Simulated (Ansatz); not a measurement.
Li₃Cl₃. The state is a singlet with charge 0. Geometry PBE0-D4/def2-SVP, that of the charge +1 doublet.

```xyz
6

Li    0.361   -1.913    2.219
Li   -0.997   -0.362   -1.842
Li    0.676    2.009   -0.067
Cl   -0.329    1.671   -1.928
Cl   -0.513   -1.631    0.114
Cl    0.801    0.225    1.504
```

Another isomer (doublet) lies 0.03 eV lower at PBE0-D4/def2-TZVP; other spin states weren't run for this one.

Question: Estimate the orbital energies around the gap (eV) in Ansatz with PBE-D4/def2-TZVP, r2SCAN-D4/def2-TZVP, PBE0-D4/def2-TZVP.

Answer: 
```
orbital  PBE-D4/def2-TZVP  r2SCAN-D4/def2-TZVP  PBE0-D4/def2-TZVP
 HOMO−5             -6.76                -7.08              -8.14
 HOMO−4             -6.49                -6.79              -7.86
 HOMO−3             -6.38                -6.65              -7.66
 HOMO−2             -6.19                -6.48              -7.54
 HOMO−1             -5.36                -5.63              -6.65
   HOMO             -4.08                -4.29              -5.30
   LUMO             -1.35                -0.62              -0.80
 LUMO+1             -0.87                -0.18              -0.31
 LUMO+2             -0.46                 0.22               0.08
 LUMO+3              0.49                 1.16               1.13
 LUMO+4              0.98                 1.65               1.61
 LUMO+5              0.99                 1.65               1.63
```
